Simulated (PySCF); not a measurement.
PySCF 2.14 output of an unrestricted PBE calculation on a single atom or ion in ANO-RCC-VTZP (7s6p4d2f1g, 68 functions), with the spin-free X2C one-electron Hamiltonian (Gaussian nucleus):

```
SCF conv_tol = 1e-09
number electrons alpha = 24  beta = 20
    J. P. Perdew, K. Burke, and M. Ernzerhof.,  Phys. Rev. Lett. 77, 3865 (1996)
    J. P. Perdew, K. Burke, and M. Ernzerhof.,  Phys. Rev. Lett. 78, 1396 (1997)
    J. P. Perdew, K. Burke, and M. Ernzerhof.,  Phys. Rev. Lett. 77, 3865 (1996)
    J. P. Perdew, K. Burke, and M. Ernzerhof.,  Phys. Rev. Lett. 78, 1396 (1997)
cycle= 1 E= -4782.71895851537  delta_E= -0.0154  |g|= 0.055  |ddm|= 0.13
cycle= 2 E= -4782.7189041139  delta_E= 5.44e-05  |g|= 0.0449  |ddm|= 0.0314
cycle= 3 E= -4782.71923943132  delta_E= -0.000335  |g|= 0.0102  |ddm|= 0.0207
cycle= 4 E= -4782.71926314667  delta_E= -2.37e-05  |g|= 0.000374  |ddm|= 0.00459
cycle= 5 E= -4782.71926319076  delta_E= -4.41e-08  |g|= 4.87e-05  |ddm|= 0.000254
cycle= 6 E= -4782.71926319153  delta_E= -7.69e-10  |g|= 6.52e-07  |ddm|= 3.07e-05
converged SCF energy = -4782.71926319153  <S^2> = 6.0007723  2S+1 = 5.0003089
```

The run itself started from symmetry-adapted Hartree-Fock orbitals and held the occupation by maximum overlap, on a logarithmic radial grid, so the iterations belong to that start.

Which element, charge and spin multiplicity is this?

Rh⁺ (rhodium, charge +1), multiplicity 5; the state was [Kr] 4d7 5s1, high-spin 5F determinant (an excited configuration).
